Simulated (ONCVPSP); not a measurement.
Before and after: ONCV potential for vanadium

V (Z = 23), optimised norm-conserving Vanderbilt (ONCV), made with ONCVPSP 4.0.1 (PBE, fully relativistic). Core [Ar], reference 3d3 4s1.5 4p0.5. Waves: 4s: rc 2.35 bohr, ncon 4, nbas 7, qcut 3.3 1/bohr, 3 projectors, debl 1 Ha; 4p: rc 3.60 bohr, ncon 3, nbas 6, qcut 2.5 1/bohr, 2 projectors, debl 2.3 Ha; 3d: rc 1.85 bohr, ncon 4, nbas 8, qcut 6.9 1/bohr, 2 projectors, debl 3.6 Ha. Local part: polynomial inside 1.20 bohr (lpopt 5, dvloc0 1 Ha). Core correction: Teter function, fcfact 5.5, rcfact 1.55.

Open shells are filled in proportion to 2j + 1.

Change: core correction Teter function, fcfact 1.75, rcfact 1.1.

Cutoffs: the cutoffs (Ha) at which the residual kinetic energy of the hardest occupied pseudo-wave falls to 1 and 0.1 mHa per electron; they do not see the model core or the augmentation charge, which bear on the density cutoff. Errors are all-electron minus pseudo energies relative to the spin-unpolarised reference configuration.

Q: Predict the effect on cutoff, ghosts and configuration errors.

A: The potential gets neither clearly harder nor softer (23 Ha and 56 Ha → 23 Ha and 56 Ha); both files keep a bound ghost (s); the number of tests that count goes from 3 to 2. A model core, the more so a compact one, raises the density cutoff, which this test does not measure.

| quantity | base | changed |
| --- | --- | --- |
| cutoff, loose | 23 Ha | 23 Ha |
| cutoff, tight | 56 Ha | 56 Ha |
| bound ghosts | s | s |
| GHOST(+) flags under 300 eV | p3/2 at 62.0 eV, p1/2 at 62.5 eV | p3/2 at 62.0 eV, p1/2 at 62.5 eV |
| tests counted (converged, no solver errors) | 3 of 4 | 2 of 4 |
| error for 3d3 4s2 4p0, meV [ΔE -1.65 eV] | -2.0 | +1.9 |
| error for 3d3 4s1 4p0, meV [ΔE 6.08 eV] | -34 | +4.4 |
| s: phases at 2.38 bohr within 0.05 rad from the reference energy up to (Ha; the scan ends near 5) | to the end of the scan | to the end of the scan |
| p3/2: phases at 3.65 bohr within 0.05 rad from the reference energy up to (Ha; the scan ends near 5) | n/a | n/a |
| p1/2: phases at 3.65 bohr within 0.05 rad from the reference energy up to (Ha; the scan ends near 5) | 0.8 | 0.8 |
| d5/2: phases at 1.88 bohr within 0.05 rad from the reference energy up to (Ha; the scan ends near 5) | to the end of the scan | to the end of the scan |
| d3/2: phases at 1.88 bohr within 0.05 rad from the reference energy up to (Ha; the scan ends near 5) | to the end of the scan | to the end of the scan |
| rms error of d²Exc/dni dnj with the model core, mHa | 6.69 | 11.55 |

Base: The cutoffs count occupied waves only; projector 2 of the d channel, the hardest unoccupied one, needs 67 Ha at the loose tolerance. Tests not counted: 3d1 4s0 4p0 (no result). Changed file: The cutoffs count occupied waves only; projector 2 of the d channel, the hardest unoccupied one, needs 67 Ha at the loose tolerance. Tests not counted: 3d3 4s0 4p0 (solver warning, printed error +136 meV); 3d1 4s0 4p0 (no result). A true bound ghost makes a file unfit for plane-wave use even where its test errors are small: the radial tests pick states by their node count and pass the ghost by.
